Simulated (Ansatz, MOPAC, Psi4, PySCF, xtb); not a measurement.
Lewis adduct: BH3 (SMILES B) (first 4 atoms) with AsH3 (SMILES [AsH3]); geometry from B3LYP-D3(BJ)/def2-TZVP, rigid monomers moved along the line of their centres of mass till B1···As5 is 2.40 Å.
(charge 0, multiplicity 1):
```tsv
atom	x (Å)	y (Å)	z (Å)
B	-0.0052	-0.0598	0.6296
H	-0.8662	0.7776	0.5787
H	-0.3529	-1.1824	0.3770
H	1.0665	0.2658	0.1928
As	0.4320	-0.1893	2.9904
H	-0.6901	-0.5792	3.9222
H	0.9047	1.0469	3.7169
H	1.4803	-1.1545	3.4890
```

| level | interaction energy (kJ/mol) | minus CCSD(T)/CBS(aug-cc-pVDZ, aug-cc-pVTZ) | cost |
|---|---|---|---|
| AM1 | -41.2 | 53.7 | - |
| PM3 | -128.8 | -33.9 | - |
| PM6 | 182.8 | 277.7 | - |
| PM7 | -101.3 | -6.4 | - |
| GFN2-xTB | -64.7 | 30.2 | - |
| HF/STO-3G (no counterpoise) | -136.7 | -41.8 | - |
| HF/3-21G (no counterpoise) | -73.0 | 21.9 | - |
| HF/6-31G* (no counterpoise) | -56.8 | 38.2 | - |
| HF/aug-cc-pVDZ | -56.1 | 38.9 | - |
| HF/aug-cc-pVTZ | -57.7 | 37.2 | - |
| PBE/def2-TZVPPD | -110.5 | -15.6 | ×1 |
| PBE-D3(BJ)/def2-TZVPPD | -116.2 | -21.2 | ×1 |
| PBE-D4/def2-TZVPPD | -116.3 | -21.4 | ×1 |
| BP86/6-31G* (no counterpoise) | -100.7 | -5.7 | - |
| r2SCAN/def2-TZVPPD | -106.6 | -11.7 | ×2 |
| r2SCAN-D3(BJ)/def2-TZVPPD | -108.3 | -13.4 | ×2 |
| r2SCAN-D4/def2-TZVPPD | -108.0 | -13.1 | ×2 |
| B3LYP/3-21G (no counterpoise) | -112.3 | -17.4 | - |
| B3LYP/6-31G* | -82.4 | 12.6 | - |
| B3LYP/6-31G* (no counterpoise) | -86.0 | 8.9 | - |
| B3LYP/def2-TZVPPD | -86.6 | 8.3 | ×1 |
| B3LYP-D3(BJ)/def2-TZVPPD | -96.9 | -2.0 | ×1 |
| B3LYP-D4/def2-TZVPPD | -95.9 | -1.0 | ×1 |
| PBE0/def2-TZVPPD | -106.5 | -11.5 | ×1 |
| PBE0-D3(BJ)/def2-TZVPPD | -111.7 | -16.8 | ×1 |
| PBE0-D4/def2-TZVPPD | -111.4 | -16.5 | ×1 |
| M06-2X/6-31G* (no counterpoise) | -94.8 | 0.2 | - |
| wB97M-V/def2-TZVPPD | -96.5 | -1.6 | ×4 |
| MP2/6-31G* | -78.0 | 16.9 | - |
| MP2/aug-cc-pVDZ | -89.0 | 5.9 | - |
| MP2/aug-cc-pVTZ | -96.4 | -1.4 | - |
| MP2/CBS(aug-cc-pVDZ, aug-cc-pVTZ) | -98.8 | -3.8 | - |
| SCS-MP2/aug-cc-pVDZ | -79.2 | 15.7 | - |
| SCS-MP2/aug-cc-pVTZ | -85.8 | 9.1 | - |
| CCSD/aug-cc-pVDZ | -79.2 | 15.7 | - |
| CCSD/aug-cc-pVTZ | -86.2 | 8.7 | - |
| CCSD(T)/aug-cc-pVDZ | -83.8 | 11.1 | ×3 |
| CCSD(T)/aug-cc-pVTZ | -92.1 | 2.8 | ×100* |
| CCSD(T)/CBS(aug-cc-pVDZ, aug-cc-pVTZ) | -94.9 | 0.0 | ×100* |
| SAPT0/aug-cc-pVDZ | -95.0 | -0.1 | - |

 The comparison column counts from a level with limits of its own.

The rows run from -136.7 (HF/STO-3G (no counterpoise)) to 182.8 kJ/mol (PM6). In aug-cc-pVTZ the value moves HF -57.7, MP2 -96.4, CCSD -86.2, CCSD(T) -92.1, a shift of -34.4 from HF to CCSD(T). From aug-cc-pVDZ to aug-cc-pVTZ CCSD(T) changes by -8.3. The dispersion term adds -5.6 in PBE-D3(BJ), -5.8 in PBE-D4, -1.7 in r2SCAN-D3(BJ). The 5 functionals in def2-TZVPPD without D3 or D4 span 24.0, from PBE to B3LYP.

Interaction energies are E(AB) − E(A) − E(B) at the monomers' geometry in the complex; basis-set methods are counterpoise corrected. Rows marked so take none.

Cores are frozen in the correlated methods. Filled d and f shells under p-block atoms count as core. CBS(a, b) extrapolates the correlation energy as X⁻³ and adds the Hartree–Fock energy of set b. Rows in 3-21G, 6-31G*, STO-3G carry no dispersion term and start afresh at each structure (6-31G* with six Cartesian d functions); the Pople sets are all-electron and without relativity. MP2/6-31G* freezes PySCF's default core, which leaves 3d correlated. The state that AM1, PM3, PM6, PM7 reach isn't checked; PM7 holds dispersion and hydrogen-bond terms.

The values were computed with Ansatz (a first-principles code); MOPAC for AM1, PM3, PM6, PM7 (differences of heats of formation); Psi4 for SAPT; PySCF for 3-21G rows, 6-31G* rows, STO-3G rows, the dispersion terms; xtb for the GFN methods. 

Costs are rough ratios of core time to PBE/def2-TZVPPD (about 6 s over the structures, on one shared machine); a dash marks a level with no comparable run of its own. A star marks coupled-cluster runs past 200 virtual orbitals, where the program's memory plan changes under this machine's limit, so their costs aren't comparable with smaller runs.
